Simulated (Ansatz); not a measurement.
**Loss of H2: C2H7FSn → C2H5FSn + H2**

Species: C2H7FSn `C[CH2][SnH2][F]`, singlet; C2H5FSn `C=[CH][SnH2][F]`, singlet; H2 (hydrogen), singlet. 

Shapes, held fixed at every level: PBE0-D4/def2-TZVP. Flexible molecules stand in one conformer, not always the lowest. Programs: Ansatz 0.2.0. The zero-point and thermal change to 298 K, harmonic and unscaled (PBE0-D4/def2-TZVP), is -27.1 kJ/mol.

Q: Estimate ΔH(298 K) of this reaction.

A: The highest level, CCSD(T)/def2-TZVPP, gives ΔH(298 K) = +133.5 kJ/mol; the levels span +126.9 to +173.4. The column of differences is taken from that level and isn't an error. No measured value is set beside it here. For atoms past krypton def2 sets carry core potentials with scalar relativity. Correlated rows may include outer-core shells of Sn, which these sets cover unevenly.

```json
{"level": "HF/def2-TZVPP", "kind": "Hartree–Fock", "ΔH(298 K) (kJ/mol)": "+126.9", "less CCSD(T)/def2-TZVPP": "-6.6"}
{"level": "SPW92/def2-TZVPP", "kind": "LDA", "ΔH(298 K) (kJ/mol)": "+173.4", "less CCSD(T)/def2-TZVPP": "+39.9"}
{"level": "PBE-D4/def2-TZVPP", "kind": "GGA", "ΔH(298 K) (kJ/mol)": "+141.1", "less CCSD(T)/def2-TZVPP": "+7.6"}
{"level": "PBE0-D4/def2-TZVPP", "kind": "global hybrid", "ΔH(298 K) (kJ/mol)": "+153.5", "less CCSD(T)/def2-TZVPP": "+20.0"}
{"level": "MP2/def2-TZVPP", "kind": "perturbation theory", "ΔH(298 K) (kJ/mol)": "+140.0", "less CCSD(T)/def2-TZVPP": "+6.5"}
{"level": "CCSD(T)/def2-SVP", "kind": "coupled cluster or CI", "ΔH(298 K) (kJ/mol)": "+139.4", "less CCSD(T)/def2-TZVPP": "+5.9"}
{"level": "CCSD/def2-TZVPP", "kind": "coupled cluster or CI", "ΔH(298 K) (kJ/mol)": "+137.3", "less CCSD(T)/def2-TZVPP": "+3.8"}
{"level": "CCSD(T)/def2-TZVPP", "kind": "coupled cluster or CI", "ΔH(298 K) (kJ/mol)": "+133.5", "less CCSD(T)/def2-TZVPP": "0.0"}
```
